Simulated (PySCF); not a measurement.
Unknowns

Single conformer, non-relativistic Hamiltonian, no solvent model, equivalent nuclei averaged. Coordinates at the PBE0-D3(BJ)/def2-SVP level; couplings computed with B3LYP/pcJ-1 (spin–dipole term left out of most H,H and C,H couplings); shieldings: GIAO PBE0/pcSseg-1; PySCF.

Referencing at the same level of theory: 1H and 13C against TMS. Multiplet labels drop J under 1 Hz and among equivalent protons, and merge close values. Unscaled 3J(H,H) run several per cent high. Where no couplings were computed, multiplicities follow the n + 1 count of equivalent neighbours, and m marks all less simple cases (inequivalent or close neighbours, rings, F or P nearby). Vicinal couplings that depend on rotamer populations or ring flexing (ring, CH–CH, X–H and H–F types) are those of the one conformer. One-bond C–F couplings are unscaled and too large by tens of Hz. Couplings to H on boron are left out. Carbons bonded to boron are broad in practice. Shifts are as computed. Against solution values, carbons near 30 ppm lie about +2 ppm off and those near 130 ppm about +5 ppm. Of 1313 compounds with measured shifts, 239 miss one by over three times the rms of a fit or turn the order of signals round; such compounds aren't used in these exercises. OH and NH positions are gas-phase values without hydrogen bonding to other molecules.

**Question.** C$_{2}$H$_{4}$BFO$_{2}$. 1H NMR (400 MHz, computed): δ 5.64 (d, J = 46.5 Hz, 1H), 5.54 (d, J = 20.2 Hz, 1H), 2.98 (br s, 2H). 13C{1H} NMR (computed): δ 174.0 (C, d, J = 338.9 Hz), 115.8 (CH2, d, J = 10.0 Hz). Give a structure.

**Answer.** `C(=C)(F)B(O)O`. 2 carbon signals for 2 carbons: no two carbons are equivalent. Carbon types of the structure: 1 × C, 1 × CH2, leaving 2 H on heteroatoms. δC 174.0: fully substituted alkene carbon. δC 115.8: terminal =CH2 carbon; the olefinic region. δH 5.64, 5.54: hydrogen on a terminal =CH2 carbon; olefinic region. δH 2.98: hydrogen on an oxygen bonded to B; labile proton, position sensitive to the medium.

The shifts were computed for this structure.

**Question.** C$_{7}$H$_{16}$B$_{2}$. 1H NMR (300 MHz, computed): δ 7.67 (br, 1H), 2.16 (m, 1H), 1.76 (m, 1H), 1.53 (m, 1H), 1.47 (m, 1H), 1.37 (m, 1H), 1.32 (m, 1H), 1.29 (m, 1H), 0.82 (s, 6H), 0.76 (m, 1H), 0.09 (m, 1H). 13C{1H} NMR (computed): δ 34.6 (CH), 30.8 (CH2), 29.7 (CH2), 25.1 (CH2), 24.9 (CH2), 12.9 (CH3). Give a structure.

**Answer.** SMILES CB(C)[C@H]1CBCCC1. 6 carbon signals for 7 carbons: some carbons are equivalent by symmetry or fast rotation. Carbon types of the structure: 1 × CH, 4 × CH2, 2 × CH3, leaving 1 H on heteroatoms. δC 29.7, 24.9: sp3 CH2 in a ring; saturated and bonded to C and H only. δH 7.67: hydrogen on a boron bonded to 2 C, in a 6-membered ring. δH 1.76, 1.47, 1.37, 1.29: hydrogen on an sp3 CH2 in a ring. δH 1.32: hydrogen on an sp3 CH bonded to B.

This is the structure that produced the data.

**Question.** C$_{2}$H$_{7}$BO. 1H NMR (600 MHz, computed): δ 7.62 (br, 2H), 3.82 (s, 2H), 3.26 (s, 3H). 13C{1H} NMR (computed): δ 80.0 (CH2), 61.5 (CH3). What is it?

**Answer.** SMILES BCOC. 2 carbon signals for 2 carbons: no two carbons are equivalent. Carbon types of the structure: 1 × CH2, 1 × CH3, leaving 2 H on heteroatoms. δC 80.0: sp3 CH2 bonded to B and O; pulled downfield by the heteroatom. δC 61.5: methyl carbon bonded to O; deshielded by the electronegative neighbour. δH 3.82: hydrogen on an sp3 CH2 bonded to B and O; its carbon carries O, which withdraws density. δH 3.26: hydrogen on a methyl carbon bonded to O; its carbon carries O, hence the downfield position.
